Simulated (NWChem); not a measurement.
Correlation energy of Ge (-1)

SMILES: [Ge-]
```xyz
1

Ge     0.0000     0.0000     0.0000
```
Charge -1, spin multiplicity 4.

Everything below was run with NWChem.

Basis set: def2-TZVPD. Each correlation energy counts from its own Hartree-Fock reference.

```json
[
 {"method": "CCSD(T) on ROHF", "correlation energy (mHa)": "-214.7"},
 {"method": "CCSD(T) on UHF", "correlation energy (mHa)": "-213.1"},
 {"method": "UMP2", "correlation energy (mHa)": "-200.9"},
 {"method": "CCSD on UHF", "correlation energy (mHa)": "-205.4"},
 {"method": "CCSD[T] on ROHF", "correlation energy (mHa)": "-215.5"},
 {"method": "CCSD[T] on UHF", "correlation energy (mHa)": "-213.8"},
 {"method": "SCS-UMP2", "correlation energy (mHa)": "-181.4"},
 {"method": "CCSD on ROHF", "correlation energy (mHa)": "-206.7"}
]
```

The values span 34.0 mHa, from CCSD[T] on ROHF (lowest) to SCS-UMP2 (highest). 

The Hamiltonian is non-relativistic. The correlated methods keep 9 core orbitals frozen. The stability of the SCF solutions was not checked. Open-shell Hartree-Fock references start from PBE0 orbitals. Coupled-cluster values serve here as a point of comparison, not as the truth.
